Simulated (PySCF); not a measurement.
**Deuteron quadrupole couplings in `CC1=CC[C@H](Cl)CC1`**

Species: C7H11Cl.
Geometry (GFN2-xTB, Å), atoms numbered from 1 in this order:
```xyz
19
C7H11Cl angstrom
C      2.5040    0.2697    0.1674
C      1.0121    0.1988    0.0533
C      0.2552    1.2697   -0.1379
C     -1.2402    1.2432   -0.2597
C     -1.7359   -0.1705   -0.5170
Cl    -3.5181   -0.2289   -0.3269
C     -1.0755   -1.1428    0.4452
C      0.4240   -1.1824    0.1546
H      2.9684   -0.3942   -0.5609
H      2.8635    1.2811   -0.0007
H      2.8212   -0.0533    1.1590
H      0.7054    2.2507   -0.1987
H     -1.6837    1.6221    0.6673
H     -1.5596    1.9087   -1.0651
H     -1.5374   -0.4662   -1.5505
H     -1.5084   -2.1386    0.3393
H     -1.2457   -0.8031    1.4686
H      0.6052   -1.7134   -0.7861
H      0.9357   -1.7415    0.9413
```

Level: PBE0/pcSseg-1 (PySCF, non-relativistic); Q(2H) = 0.00286 b; rigid geometry, the same for H and D, with no vibrational averaging.

Question: Rank these positions by the coupling χzz of a deuteron there, largest first.
A. H11 (methyl hydrogen)
B. H14 (methylene hydrogen)
C. H12 (vinylic hydrogen)
D. H15 (methine hydrogen)

Answer: C (220 kHz), A (209 kHz), B (203 kHz), D (197 kHz).

Q: Tabulate Vzz, the asymmetry η and χzz = 234.96 MHz × Q × Vzz for every hydrogen position.

A: 
| atom | bonded to | bond length (Å) | Vzz (au) | η | χzz (kHz) |
| --- | --- | --- | --- | --- | --- |
| H9 | C1 | 1.089 | 0.3115 | 0.03 | 209 |
| H10 | C1 | 1.086 | 0.3166 | 0.03 | 213 |
| H11 | C1 | 1.090 | 0.3108 | 0.02 | 209 |
| H12 | C3 | 1.081 | 0.3272 | 0.08 | 220 |
| H13 | C4 | 1.095 | 0.2958 | 0.03 | 199 |
| H14 | C4 | 1.093 | 0.3015 | 0.03 | 203 |
| H15 | C5 | 1.093 | 0.2931 | 0.04 | 197 |
| H16 | C7 | 1.091 | 0.3034 | 0.02 | 204 |
| H17 | C7 | 1.092 | 0.3016 | 0.03 | 203 |
| H18 | C8 | 1.095 | 0.2987 | 0.02 | 201 |
| H19 | C8 | 1.092 | 0.3029 | 0.03 | 204 |

Q: How does χzz go with the bond length over the 11 C–H bonds?

A: A straight-line fit has a slope of -15.7 kHz for each 0.01 Å, with a correlation coefficient of -0.95, over lengths from 1.081 to 1.095 Å. The longer bonds have the smaller couplings here.

Q: A static deuteron (I = 1) shows a doublet split by (3/2)χ, (3/4)χ(1 + η) and (3/4)χ(1 − η) with the field along z, y and x of the gradient. What are these for H17?

A: With |χ| = 202.7 kHz and η = 0.027: 304, 156 and 148 kHz, to first order and without motion.

One conformer (not necessarily the lowest) at the GFN2-xTB geometry, without solvent, vibrations or thermal averaging. GFN2-xTB bond lengths can be off by several hundredths of an ångström, more for odd bonds, and the gradients follow them. With so small a basis the couplings can be 20 % off.
